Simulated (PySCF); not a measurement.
CH4MgO2. Atoms are numbered in the order given.

```xyz
8

Mg     0.0000     0.0000     0.7095
O      0.0000     0.0000     2.4695
H      0.0000     0.0000     3.4224
O      0.0000     0.0000    -1.0603
C      0.0000     0.0000    -2.4399
H     -0.8905     0.5141    -2.8571
H      0.8905     0.5141    -2.8571
H      0.0000    -1.0282    -2.8571
```
Charge 0, spin multiplicity 1.

The structure is a stationary point at B3LYP-D3(BJ)/def2-SVP. One conformer was computed; it need not be the lowest.

Method: r2SCAN/def2-TZVPD in PySCF.

Symmetry labels are those of the subgroup Cs that the program uses (full group C3v).

Computed valence orbital energies around the gap with their symmetry:
```
orbital  symmetry  energy (eV)
-------  --------  -----------
HOMO−7         A'       -11.54
HOMO−6         A'       -10.70
HOMO−5         A"       -10.36
HOMO−4         A'       -10.36
HOMO−3         A'        -6.72
HOMO−2         A"        -6.72
HOMO−1         A"        -5.89
HOMO           A'        -5.89
LUMO           A'        -1.29
LUMO+1         A'         0.45
LUMO+2         A"         0.45
LUMO+3         A'         0.67
```
